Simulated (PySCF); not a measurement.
Al(H)(Me)(NH2) (CH₆AlN), SMILES [CH3][AlH][NH2]. Atoms are numbered in the order given.

```xyz
9

Al    -0.5088     0.0694     0.0000
H     -2.0793     0.2521     0.0000
C      0.3797    -1.6703     0.0000
H      0.0927    -2.2595     0.8762
H      1.4688    -1.5861     0.0000
H      0.0927    -2.2595    -0.8762
N      0.4595     1.5556     0.0000
H      1.4671     1.5951     0.0000
H      0.0773     2.4887     0.0000
```

Coordinates come from a B3LYP-D3(BJ)/def2-TZVP optimisation. One conformer was computed; it need not be the lowest.

Method: HF/def2-TZVPD run with PySCF.

Isolated molecule, no solvent.

Computed frontier levels, gap, dipole moment and polarisability:
* **highest occupied level**: -10.76 eV
* **lowest empty level**: 1.31 eV
* **orbital gap**: 12.06 eV
* **dipole moment**: 0.87 D
* **quadrupole, principal values (traceless, Buckingham form, about the centre of nuclear charge)**: -3.50, 1.53, 1.97 D·Å
* **mean static polarisability**: 46.1 bohr³ (6.84 Å³)
* **polarisability, principal values**: 41.1, 46.1, 51.2 bohr³
